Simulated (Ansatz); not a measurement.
Al$_{2}$BrH$_{3}$Si at its PBE0-D4/def2-TZVP geometry, where that method's forces vanish. The species carries charge 0 and has multiplicity 1. The bonds changed during the relaxation, so this is another structure than the one it started from.

| atom | x (Å) | y (Å) | z (Å) |
| --- | --- | --- | --- |
| Br1 | -1.120 | 1.590 | 1.150 |
| Si2 | -0.716 | 0.424 | -0.910 |
| Al3 | 0.993 | 0.210 | 0.967 |
| Al4 | -0.191 | -1.724 | -0.070 |
| H5 | -1.269 | 1.451 | -1.848 |
| H6 | 2.138 | 1.023 | 1.701 |
| H7 | 0.165 | -2.974 | -0.990 |

Q: For each bond, give half the difference of the two atoms' forces along it (eV/Å; positive pushes the atoms apart) under PBE-D4, r2SCAN-D4, B3LYP-D4, ωB97M-V in def2-TZVPP. (Estimate.)

A: The calculation gave: 
| bond | length (Å) | PBE-D4 | r2SCAN-D4 | B3LYP-D4 | ωB97M-V |
| --- | --- | --- | --- | --- | --- |
| Br1–Si2 | 2.402 | 0.18 | 0.07 | 0.29 | 0.12 |
| Br1–Al3 | 2.531 | 0.14 | 0.02 | 0.23 | 0.07 |
| Si2–Al3 | 2.547 | 0.06 | 0.03 | 0.26 | 0.16 |
| Si2–Al4 | 2.365 | 0.01 | 0.00 | 0.15 | 0.06 |
| Si2–H5 | 1.498 | 0.12 | 0.01 | -0.15 | -0.18 |
| Al3–Al4 | 2.493 | 0.02 | 0.04 | 0.15 | 0.04 |
| Al3–H6 | 1.584 | 0.06 | -0.02 | -0.15 | -0.15 |
| Al4–H7 | 1.592 | 0.07 | -0.03 | -0.11 | -0.11 |

B3LYP here is the variant with VWN-RPA as its local correlation; programs differ in this.

Computed with Ansatz.
